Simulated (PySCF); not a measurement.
# Stationary points of AsF₂

All numbers come from PySCF, PBE0, basis As def2-TZVP, F def2-TZVP (no relativity, density fitting).

Relaxations began from a few typed shapes; open shells are unrestricted. The search is not exhaustive: other isomers or separated fragments can lie lower, and high-lying points may rest on an excited occupation.

(1) Order these stationary points by electronic energy, lowest first, in kJ/mol from the lowest minimum.
A. doublet D∞h: As–F 1.815 Å (×2); F–As–F 180.0°
B. doublet C2v: As–F 1.730 Å (×2); F–As–F 96.4°

(2) Which of them are minima?

Answers

(1) B (0.0), A (196.5).

(2) By energy in kJ/mol, 0.0: minimum; 196.5: saddle point, 1 imaginary mode.

The electron or spin density has lower symmetry than the nuclear frame for the doublet D∞h at 196.5 kJ/mol.
